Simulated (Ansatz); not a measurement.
H$_{4}$Ge, charge -1, doublet, at the geometry of the source list (a state made from the parent by changing its charge; the spin is typed, not shown lowest) (a gas-phase anion, which may not be bound at this level), atoms displaced at random by about 0.1 Å a coordinate. Base run: HF/3-21G (Ansatz, a quantum-chemistry and plane-wave program).

Here is a job for Ansatz.
Ansatz 0.2 input:
```yaml
crystal:
  periodic: [false, false, false]
  atoms:
    - {symbol: Ge, position_ang: [-0.06012329, -0.03174508, 0.05857787]}
    - {symbol: H, position_ang: [-0.46030950, -0.89349569, -0.99948469]}
    - {symbol: H, position_ang: [0.47812224, -0.81315049, 1.19584732]}
    - {symbol: H, position_ang: [-1.08834290, 0.82392227, 0.57338208]}
    - {symbol: H, position_ang: [0.94915600, 0.81956258, -0.58274575]}
basis:
  gaussian:
    orbitals: 3-21G.json
hamiltonian:
  xc: hf
total_charge: -1
magnetization: {spin_polarized: true, initial_magnetization: 1}
relax: {}
```
The basis file holds 3-21G in the JSON format of the Basis Set Exchange.

The base run was repeated with changes; each row names its change, and settings that it needs were set with it.

| change | ΔE vs base (kcal/mol) | optimiser steps | core-seconds (rough) |
|---|---|---|---|
| base | 0.000 | 10 | 5 |
| relax = f_tol: 0.1 | 0.007 | 8 | 4 |
| relax = max_displacement: 0.02 | 0.000 | 42 | 20 |
| relax = f_tol: 0.0005 | 0.000 | 12 | 6 |
| relax = f_tol: 0.05 | 0.001 | 9 | 5 |
| relax = escape_saddle: false | 0.000 | 10 | 5 |
| relax = max_displacement: 0.5 | 0.000 | 9 | 5 |

A gas-phase anion may not be bound at this level; its values then depend on the basis.
